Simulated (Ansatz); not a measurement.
A CCSD(T) single point on FH₆NSi₂, SMILES `F[SiH2]N[SiH3]`.

```yaml
crystal:
  periodic: [false, false, false]
  atoms:
    - {symbol: F, position_ang: [-1.561502, 0.994261, -1.776716]}
    - {symbol: Si, position_ang: [-0.374977, 1.301846, -0.745899]}
    - {symbol: N, position_ang: [0.514797, -0.094762, -0.335853]}
    - {symbol: Si, position_ang: [0.194755, -1.236139, 0.928743]}
    - {symbol: H, position_ang: [0.517182, 2.267233, -1.426726]}
    - {symbol: H, position_ang: [-1.010147, 1.839367, 0.475902]}
    - {symbol: H, position_ang: [1.264316, -0.336202, -0.970011]}
    - {symbol: H, position_ang: [1.391480, -1.422054, 1.791573]}
    - {symbol: H, position_ang: [-0.186301, -2.569790, 0.391957]}
    - {symbol: H, position_ang: [-0.924404, -0.683261, 1.730334]}
basis:
  gaussian: {orbitals: def2-TZVPP}
correlation: {method: ccsd_t}
```

```sh
$ ansatz run in.yaml --threads 2 --pin off --events-out ev --progress --plain
```

Log, shortened:

```
Functional definition: HF
1337 factors; integrals over basis functions are off by at most 9.9e-4 eV
mean field evaluation 1: about -20009.1456 eV, gradient 4.2e1 eV
mean field evaluation 2: about -20009.3509 eV, gradient 4.2e1 eV
mean field evaluation 4: about -20013.0206 eV, gradient 3.3e0 eV
mean field evaluation 8: about -20013.0733 eV, gradient 8.6e-2 eV
mean field -20013.07332671 eV, -735.4668794082 hartree, gradient 1.9e-6 eV, S^2 0.000000; 0 other end points of the search recorded, 0 dependent functions left out
12 core orbitals not correlated: weight in the atoms' cores, before any rotation towards them, 1.000 or more for the frozen orbitals, at most 0.000 for the correlated occupied ones
reference -20013.07332671 eV, -735.4668794082 hartree; 13, 13 occupied and 205, 205 virtual orbitals, 1337 factors
second order -19.37084459 eV of doubles, -0.00000000 eV of singles
cycle   1  -19.90552345 eV  change   -5.3e-1 eV  update   9.5e-2
cycle   2  -20.40523438 eV  change   -5.0e-1 eV  update   2.8e-2
cycle   3  -20.51071943 eV  change   -1.1e-1 eV  update   1.4e-2
cycle   4  -20.49955445 eV  change    1.1e-2 eV  update   3.0e-3
cycle   5  -20.49838983 eV  change    1.2e-3 eV  update   1.3e-3
cycle   6  -20.49890298 eV  change   -5.1e-4 eV  update   3.7e-4
cycle   7  -20.49870980 eV  change    1.9e-4 eV  update   1.3e-4
cycle   8  -20.49866445 eV  change    4.5e-5 eV  update   4.2e-5
cycle   9  -20.49868221 eV  change   -1.8e-5 eV  update   1.7e-5
perturbative correction -0.65390068 eV, -0.0240304069 hartree
Total energy: -20034.22590961 eV, -736.2442224919 hartree
```

Hardware: 2 threads of a server CPU on a shared host. Wall time 2.4 min, peak host memory 3.8 GiB.

The correlation energy is -21.153 eV, 3.1 % of it from (T); the T1 diagnostic reads 0.0112.
